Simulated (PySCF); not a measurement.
# Two-component Hartree-Fock for Gd⁵⁶⁺ (gadolinium, charge +56)

Start: [He] 2s2 2p4; 2p1/2 filled at m_j = -1/2, +1/2; 2p3/2 filled at m_j = +1/2, +3/2. Calculated with PySCF 2.14 in an uncontracted even-tempered set (17 s from 37 bohr⁻², ratio 2.4; 13 p from 48 bohr⁻², ratio 2.4; 5 d from 160 bohr⁻², ratio 2.6; 4 f from 250 bohr⁻², ratio 2.6): generalised Hartree-Fock with the X2C-1e Hamiltonian and a Gaussian nucleus; one run each with spin-orbit coupling (SO) switched off, then screened by Boettger's factors.

```
spinor shell  electrons  ε, spin-free (eV)  ε, screened SO (eV)  weight of nominal j (screened SO)  rms radius, screened SO (bohr)
       1s1/2          2           -55517.4             -55493.0                              1.000                          0.0249
       2s1/2          2           -12909.4             -12902.2                              1.000                          0.0979
       2p1/2          2           -12099.2             -12602.1                              0.999                          0.0832
       2p3/2          2           -12099.2             -11872.7                              1.000                          0.0890
```

```
   quantity    spin-free  screened SO
E (hartree)  -7181.70373  -7203.33390
        M_J            2            2
       ⟨J²⟩        6.000        6.000
       ⟨L²⟩        2.000        3.259
       ⟨S²⟩        2.000        1.384
```

Each row is a mean over spinors that exchange with the open shell spreads, by up to 74.597 eV (2s1/2).

Breit and QED terms are absent; they matter most for the inner s and p1/2 levels.

Densities and radii are taken from the X2C orbitals without a picture-change correction, which distorts them close to the nucleus.

Without spin-orbit coupling the j labels of p, d and f shells carry no meaning; the spin-free column gives the mean over the occupied spinors of each nl shell.
